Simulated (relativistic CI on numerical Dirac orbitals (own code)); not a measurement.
**O2+: what numerical and physical settings do to a radial Dirac CI calculation**

Reference input:

```
atom O  Z=8  charge=2  electrons=6
nucleus A=16  rms_radius_fm=2.6991
hamiltonian dirac-coulomb  breit=on  qed=on  c_scale=1
orbitals kli  potential=per-configuration
slater_scale 1
correlation none
mixing on
grid step=0.0125 r_max=24.9
scf mixing=0.4 start=green max_iterations=150 tolerance=2e-08 node_fill=0.05
configurations
  [He] 2s2 2p2
  [He] 2s 2p3
  [He] 2p4
end
```

Computed lowest total energy -73.16725 Ha, first excitation 110.3 cm⁻¹, 27 SCF steps. Runs with settings changed; * marks those that are bad on purpose (the QED terms keep the true α when c is scaled):

```tsv
Changed	Outcome	Lowest level	ΔE (Ha)	First excitation (cm⁻¹)	SCF steps	Message
Breit term off	converged	2s2 2p2 3P_0	-0.00747	123.0	27	
iteration limit 30, node fill of the KLI weights 0.01	converged	2s2 2p2 3P_0	-4.39e-05	109.8	27	
Slater scale 1.2	converged	2s2 2p2 3P_0	-0.0207	108.4	27	
grid step 0.03, node fill of the KLI weights 0.5	converged	2s2 2p2 3P_0	0.00287	113.5	29	
speed of light × 0.2 *	converged	2s2 2p2 3P_0	-1.26	3861.3	28	
charge 4 *	refused				0	configuration [He] 2s2 2p2 has 6 electrons, the ion has 4
```

With so few configurations and no correlation, terms lie too far apart (by 10 to 50 % near neutrality), their order can be wrong, and levels of other configurations are missing.
